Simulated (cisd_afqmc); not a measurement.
Input (AFQMC/CISD/def2-SVP; cisd_afqmc is a phaseless AFQMC code with CISD trial states that reads the integrals written by Ansatz):

Ansatz 0.2 input:
```python
import cisd_afqmc

open("ham.yaml", "w").write("""\
crystal:
  periodic: [false, false, false]
  atoms:
    - {symbol: La, position_ang: [0.23438090, 0.15778914, 0.04625700]}
    - {symbol: F, position_ang: [-1.24896509, 0.59910953, -1.32684618]}
    - {symbol: F, position_ang: [-0.23544725, -1.59844075, 1.03388520]}
basis:
  gaussian:
    orbitals: def2-SVP
total_charge: 1
magnetization: {spin_polarized: false}
correlation: {method: ccsd, electrons: outside_noble_gas, hamiltonian_folder: ham}
""")
rep = cisd_afqmc.ansatz("ham.yaml")
e_ccsd = rep["correlation"]["coupled_cluster"]["energy"]["hartree"]
out = cisd_afqmc.run("ham", e_ccsd, trial="CISD", walkers=100, populations=8, threads=8, dt=0.005, steps=40, early=36, settle=10, least=32,
    cut=5e-5, rank_cut=2e-4, target=0.0004, seconds=1500, seed=1, memory=17280, gpu=False)
```

Output:

```
orbitals 54, occupied [8], factors 288 of 563, rank of the doubles 120 of 368
E(HF) = -229.808645
E(CCSD) on the cut factors = -230.233509, shift to the whole factors 0.000003
Energy of the trial state on the determinant = -230.233531
  tau behind 10.8 of longer steps, mean of the populations' last blocks
   2.0  -230.24445
   4.0  -230.24355
   6.0  -230.24280
   8.0  -230.24161
  10.0  -230.24262
  12.0  -230.24527
  14.0  -230.24278
  16.0  -230.24474
  18.0  -230.24278
blocks 863 (0 outliers left out), error by blocks joined: 1: 0.00024, 2: 0.00028, 4: 0.00032, 8: 0.00037, 16: 0.00040
E(AFQMC/CISD) = -230.24305 +/- 0.00040
```
